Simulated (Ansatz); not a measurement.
The same path of C2H9BOSi (14 atoms, charge 0, multiplicity 1) was run twice with different band settings. The coordinate that changes most is the dihedral C2–O4–C5–H12.

Method: RKS PBE0/6-31G (Ansatz).

Relaxed end points:

```xyz
14
Properties=species:S:1:pos:R:3
B -1.607 0.524 1.053
C -0.383 0.503 0.137
Si 0.715 -0.687 1.312
O -0.592 -0.115 -1.145
C 0.495 0.051 -2.074
H -2.559 -0.159 0.822
H -1.544 1.158 2.070
H 0.179 1.447 0.063
H 1.625 -1.472 0.414
H -0.157 -1.653 2.064
H 1.523 0.113 2.294
H 1.418 -0.424 -1.714
H 0.180 -0.431 -2.999
H 0.693 1.115 -2.266
```

```xyz
14
Properties=species:S:1:pos:R:3
B -1.477 0.608 1.186
C -0.280 0.535 0.239
Si 0.565 -1.043 1.138
O -0.599 0.217 -1.127
C 0.503 0.349 -2.044
H -2.538 0.161 0.870
H -1.297 1.022 2.297
H 0.453 1.351 0.321
H 1.302 -1.806 0.077
H -0.480 -1.947 1.731
H 1.514 -0.614 2.221
H 0.898 1.374 -2.043
H 1.318 -0.348 -1.807
H 0.105 0.115 -3.032
```

Common settings: movable images 7; climbing image yes; spring 5.0 eV/Å²; optimiser quadratic models (default); start path IDPP; end points relaxed.

| run | force threshold | iteration limit |
| --- | --- | --- |
| 1 | 0.05 eV/Å | 35 |
| 2 | 0.5 eV/Å | 24 |

Problem. What does each run give, and how far can it be trusted?

Solution. Run 1: converged after 5 iterations, highest image 0.090 eV above the first end. A vibrational analysis at the climbing image gives one clearly imaginary mode, 203i cm⁻¹: a first-order saddle point.
Run 2: converged after 2 iterations, highest image 0.095 eV above the first end. The threshold of 0.5 eV/Å is loose, so the images may lie well off the minimum-energy path. The order of the stationary point at the top wasn't checked.
Limits of this set-up: no polarisation functions.
